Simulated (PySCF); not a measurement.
# Heteronuclear NMR

Mapped SMILES: `[CH2:1]=[N:2][C:3](=[CH2:4])[O:5][SiH2:6][CH:7]1[CH2:8][CH2:9][CH2:10]1`. Each H is labelled by its parent atom. Ha(C1) is cis to C3; Ha(C4) is cis to N2; Ha(C8), Ha(C9), Ha(C10) are cis to Si6 on the ring; Hb(C1) is trans to C3; Hb(C4) is trans to N2; Hb(C8), Hb(C9), Hb(C10) are trans to Si6 on the ring.

How the numbers were obtained: NMR shieldings at PBE0/pcSseg-1/GIAO, geometry: GFN2-xTB, in PySCF 2.14 (relativity neglected, one computed conformer, averaged over atoms made equivalent by symmetry, fast rotation or ring inversion, in vacuum).

Question: Predict the 29Si NMR data.

Answer: 
```tsv
atoms	environment	σ (ppm)	δ (ppm)
Si6	silicon bonded to C, O, 2 H	355.0	-11.8
```

Shieldings were converted by a linear fit to measured shifts: 29Si (scatter 8.9 ppm rms, 25.8 ppm with the 6 outliers that the fit left out vs TMS, solution or neat liquid). A few per cent of atoms miss by over 2 rms, more outside the fitted compound classes.

On a 500 MHz spectrometer 29Si resonates near 99.3 MHz, so 1 ppm is 99.3 Hz.

Question: What are the 15N shifts?

Answer: 
```tsv
atoms	environment	σ (ppm)	δ (ppm)
N2	imine nitrogen	-119.0	-38.5
```

Shieldings were converted by a linear fit to measured shifts: 15N (scatter 6.3 ppm rms vs CH3NO2, solution or neat liquid). Occasional misses reach two or three times the rms, and more in compound classes unlike the fitted ones.

On a 400 MHz spectrometer 15N resonates near 40.5 MHz, so 1 ppm is 40.5 Hz.

Question: Predict the 17O NMR data.

Answer: 
```
atoms             environment  σ (ppm)  δ (ppm)
   O5  oxygen bonded to C, Si    229.5     57.7
```

Shieldings were converted by a linear fit to measured shifts: 17O: δ = 266.70 − 0.911σ (rms 10.7 ppm, 155 shifts, 12.2 ppm with the 3 outliers that the fit left out vs liquid water, solution or neat liquid). Occasional misses reach two or three times the rms, and more in compound classes unlike the fitted ones.

On a 300 MHz spectrometer 17O resonates near 40.7 MHz, so 1 ppm is 40.7 Hz.
